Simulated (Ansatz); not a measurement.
Start from `N[SiH](N)O[SiH3]` and change one atom or group to get `N[SiH](N)S`.

Ansatz, PBE0-D4/def2-TZVP geometries, multiplicity 1. Each molecule was computed in one conformer, which needn't be the lowest.

```
                                        property  `N[SiH](N)O[SiH3]`
             LUMO energy (B3LYP/def2-TZVPP) / eV                0.15
  size of the dipole moment (PBE/def2-TZVPP) / D                1.43
            HOMO–LUMO gap (PBE0/def2-TZVPP) / eV                7.95
               HOMO energy (PBE/def2-TZVPP) / eV               -6.10
             HOMO energy (B3LYP/def2-TZVPP) / eV               -7.30
size of the dipole moment (B3LYP/def2-TZVPP) / D                1.36
```

(1) Give the same properties after the change, and the shifts. (Estimate.)

Results:

(1) Ansatz gave: 
| property | `N[SiH](N)S` | shift |
| --- | --- | --- |
| LUMO energy (B3LYP/def2-TZVPP) / eV | 0.34 | 0.19 |
| size of the dipole moment (PBE/def2-TZVPP) / D | 1.52 | 0.09 |
| HOMO–LUMO gap (PBE0/def2-TZVPP) / eV | 7.70 | -0.25 |
| HOMO energy (PBE/def2-TZVPP) / eV | -5.78 | 0.32 |
| HOMO energy (B3LYP/def2-TZVPP) / eV | -6.80 | 0.50 |
| size of the dipole moment (B3LYP/def2-TZVPP) / D | 1.50 | 0.14 |

With PBE0 the HOMO rises by 0.49 eV and the LUMO rises by 0.24 eV, so the gap narrows by about 0.25 eV. PBE moves the HOMO by 0.32 eV and ωB97M-V by 0.67 eV. Dipoles are sizes alone; their direction can turn.

B3LYP here is the variant with VWN-RPA as its local correlation; programs differ in this.
